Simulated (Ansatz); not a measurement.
Harmonic vibrations of Br₂HInO, SMILES `[OH][In]([Br])[Br]` by finite differences.

```yaml
crystal:
  periodic: [false, false, false]
  atoms:
    - {symbol: O, position_ang: [-0.236193, 1.558027, -0.040815]}
    - {symbol: In, position_ang: [-0.118032, -0.400281, -0.123998]}
    - {symbol: Br, position_ang: [1.736777, -1.535137, 1.001007]}
    - {symbol: Br, position_ang: [-1.820545, -1.634214, -1.343238]}
    - {symbol: H, position_ang: [0.487894, 1.937903, 0.465545]}
basis:
  gaussian: {orbitals: def2-TZVP}
hamiltonian: {xc: pbe0, dispersion: d4}
phonons: {temperatures: {t_min: 298.15, t_max: 900, t_step: 200}}
```

```sh
$ ansatz run in.yaml --threads 4 --pin off --events-out ev --progress --plain
```

It prints (some lines left out):

```
Functional definition: PBE0
mean field -147315.99506171 eV, -5413.7629641499 hartree, gradient 2.2e-5 eV, S^2 0.000000; 0 other end points of the search recorded, 0 dependent functions left out
mean field -147315.99496082 eV, -5413.7629604422 hartree, gradient 2.4e-6 eV, S^2 0.000000; 0 other end points of the search recorded, 0 dependent functions left out
mean field -147315.99496954 eV, -5413.7629607627 hartree, gradient 2.4e-6 eV, S^2 0.000000; 0 other end points of the search recorded, 0 dependent functions left out
mean field -147315.99500783 eV, -5413.7629621699 hartree, gradient 2.4e-6 eV, S^2 0.000000; 0 other end points of the search recorded, 0 dependent functions left out
mean field -147315.99493199 eV, -5413.7629593830 hartree, gradient 2.4e-6 eV, S^2 0.000000; 0 other end points of the search recorded, 0 dependent functions left out
mean field -147315.99501349 eV, -5413.7629623778 hartree, gradient 2.4e-6 eV, S^2 0.000000; 0 other end points of the search recorded, 0 dependent functions left out
mean field -147315.99501353 eV, -5413.7629623793 hartree, gradient 2.4e-6 eV, S^2 0.000000; 0 other end points of the search recorded, 0 dependent functions left out
mean field -147315.99502328 eV, -5413.7629627376 hartree, gradient 2.4e-6 eV, S^2 0.000000; 0 other end points of the search recorded, 0 dependent functions left out
mean field -147315.99501625 eV, -5413.7629624793 hartree, gradient 2.4e-6 eV, S^2 0.000000; 0 other end points of the search recorded, 0 dependent functions left out
mean field -147315.99498993 eV, -5413.7629615121 hartree, gradient 2.4e-6 eV, S^2 0.000000; 0 other end points of the search recorded, 0 dependent functions left out
mean field -147315.99496953 eV, -5413.7629607626 hartree, gradient 2.4e-6 eV, S^2 0.000000; 0 other end points of the search recorded, 0 dependent functions left out
mean field -147315.99504302 eV, -5413.7629634633 hartree, gradient 2.4e-6 eV, S^2 0.000000; 0 other end points of the search recorded, 0 dependent functions left out
mean field -147315.99503596 eV, -5413.7629632035 hartree, gradient 2.4e-6 eV, S^2 0.000000; 0 other end points of the search recorded, 0 dependent functions left out
mean field -147315.99508273 eV, -5413.7629649226 hartree, gradient 2.4e-6 eV, S^2 0.000000; 0 other end points of the search recorded, 0 dependent functions left out
mean field -147315.99499682 eV, -5413.7629617655 hartree, gradient 2.4e-6 eV, S^2 0.000000; 0 other end points of the search recorded, 0 dependent functions left out
mean field -147315.99503211 eV, -5413.7629630621 hartree, gradient 2.4e-6 eV, S^2 0.000000; 0 other end points of the search recorded, 0 dependent functions left out
mean field -147315.99507260 eV, -5413.7629645500 hartree, gradient 2.4e-6 eV, S^2 0.000000; 0 other end points of the search recorded, 0 dependent functions left out
mean field -147315.99507960 eV, -5413.7629648075 hartree, gradient 2.4e-6 eV, S^2 0.000000; 0 other end points of the search recorded, 0 dependent functions left out
mean field -147315.99502687 eV, -5413.7629628696 hartree, gradient 2.4e-6 eV, S^2 0.000000; 0 other end points of the search recorded, 0 dependent functions left out
mean field -147315.99500155 eV, -5413.7629619392 hartree, gradient 2.4e-6 eV, S^2 0.000000; 0 other end points of the search recorded, 0 dependent functions left out
mean field -147315.99508161 eV, -5413.7629648813 hartree, gradient 2.4e-6 eV, S^2 0.000000; 0 other end points of the search recorded, 0 dependent functions left out
mean field -147315.99503041 eV, -5413.7629629998 hartree, gradient 2.4e-6 eV, S^2 0.000000; 0 other end points of the search recorded, 0 dependent functions left out
mean field -147315.99507026 eV, -5413.7629644641 hartree, gradient 2.4e-6 eV, S^2 0.000000; 0 other end points of the search recorded, 0 dependent functions left out
mean field -147315.99502314 eV, -5413.7629627327 hartree, gradient 2.4e-6 eV, S^2 0.000000; 0 other end points of the search recorded, 0 dependent functions left out
mean field -147315.99507902 eV, -5413.7629647862 hartree, gradient 2.4e-6 eV, S^2 0.000000; 0 other end points of the search recorded, 0 dependent functions left out
mean field -147315.99496726 eV, -5413.7629606791 hartree, gradient 2.4e-6 eV, S^2 0.000000; 0 other end points of the search recorded, 0 dependent functions left out
mean field -147315.99497143 eV, -5413.7629608322 hartree, gradient 2.4e-6 eV, S^2 0.000000; 0 other end points of the search recorded, 0 dependent functions left out
mean field -147315.99501954 eV, -5413.7629626003 hartree, gradient 2.4e-6 eV, S^2 0.000000; 0 other end points of the search recorded, 0 dependent functions left out
mean field -147315.99503543 eV, -5413.7629631844 hartree, gradient 2.4e-6 eV, S^2 0.000000; 0 other end points of the search recorded, 0 dependent functions left out
mean field -147315.99501403 eV, -5413.7629623976 hartree, gradient 2.4e-6 eV, S^2 0.000000; 0 other end points of the search recorded, 0 dependent functions left out
mean field -147315.99501790 eV, -5413.7629625401 hartree, gradient 2.4e-6 eV, S^2 0.000000; 0 other end points of the search recorded, 0 dependent functions left out
Total energy: -147316.11588889 eV, -5413.7674044668 hartree
Atom 0 at    -0.236193     1.558027    -0.040815 Å, force     0.000209     0.000128    -0.000026 eV/Å
Atom 1 at    -0.118032    -0.400281    -0.123998 Å, force    -0.000219    -0.000108    -0.000011 eV/Å
Atom 2 at     1.736777    -1.535137     1.001007 Å, force     0.000146    -0.000033     0.000033 eV/Å
Atom 3 at    -1.820545    -1.634214    -1.343238 Å, force     0.000069     0.000109     0.000039 eV/Å
Atom 4 at     0.487894     1.937903     0.465545 Å, force    -0.000204    -0.000095    -0.000034 eV/Å
Dipole moment:     0.174425     0.119248     0.124183 e Å
Vibrations: 61.91 103.58 107.02 236.06 285.61 312.67 621.04 843.87 3872.84 cm⁻¹, zero-point energy 0.399514 eV
```

Run time 82 s (4 threads of a server CPU on a shared host); peak host memory 0.63 GiB.
